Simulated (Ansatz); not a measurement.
Basis sets compared for CdI2 (the lowest singlet isomer of a short search). Total charge 0; singlet. Geometry r2SCAN-D4/def2-TZVP. Ansatz on 4 threads of Intel Xeon on a shared host; times are rough, and most runs start from earlier orbitals.

```xyz
3

Cd    0.000   -0.007   -0.006
I    -1.995   -1.142    1.186
I     1.994    1.149   -1.180
```

In the def2 sets Cd, I take a core potential, while STO-3G treats all electrons; there is no spin–orbit coupling. The structure comes from a short search, and lower isomers may exist.

STO-3G and 6-31G are all-electron sets without relativity, so their totals don't compare with the def2 sets.

Binding counts from free atoms (Cd singlet, I doublet) in the same basis, without a counterpoise term.

```csv
level,functions,energy (Eh),HOMO (eV),LUMO (eV),binding per atom (eV),wall time
HF/STO-3G,81,-19113.1745,-7.04,6.33,–,0.65 s
HF/def2-TZVP,140,-760.3200,-10.12,0.62,1.08,1 s
PBE-D4/def2-SVP,83,-763.2188,-6.54,-3.10,1.46,0.5 s
PBE-D4/def2-TZVP (with forces),140,-763.2797,-6.61,-3.15,1.45,0.95 s
r2SCAN-D4/def2-TZVP,140,-763.5901,-6.90,-2.97,1.49,1.4 s
PBE0-D4/def2-SVP,83,-763.2662,-7.68,-2.35,1.48,0.95 s
PBE0-D4/def2-TZVP,140,-763.3244,-7.72,-2.36,1.48,1.2 s
```

(1) Estimate the rows for PBE-D4/def2-TZVPD, r2SCAN-D4/def2-TZVPD, PBE0-D4/def2-TZVPD.

Answers

(1) 
```json
{"level": "PBE-D4/def2-TZVPD", "functions": "158", "energy (Eh)": "-763.2801", "HOMO (eV)": "-6.63", "LUMO (eV)": "-3.16", "binding per atom (eV)": "1.45", "wall time": "1.1 s"}
{"level": "r2SCAN-D4/def2-TZVPD", "functions": "158", "energy (Eh)": "-763.5905", "HOMO (eV)": "-6.91", "LUMO (eV)": "-2.97", "binding per atom (eV)": "1.49", "wall time": "1.6 s"}
{"level": "PBE0-D4/def2-TZVPD", "functions": "158", "energy (Eh)": "-763.3247", "HOMO (eV)": "-7.73", "LUMO (eV)": "-2.38", "binding per atom (eV)": "1.48", "wall time": "1.5 s"}
```
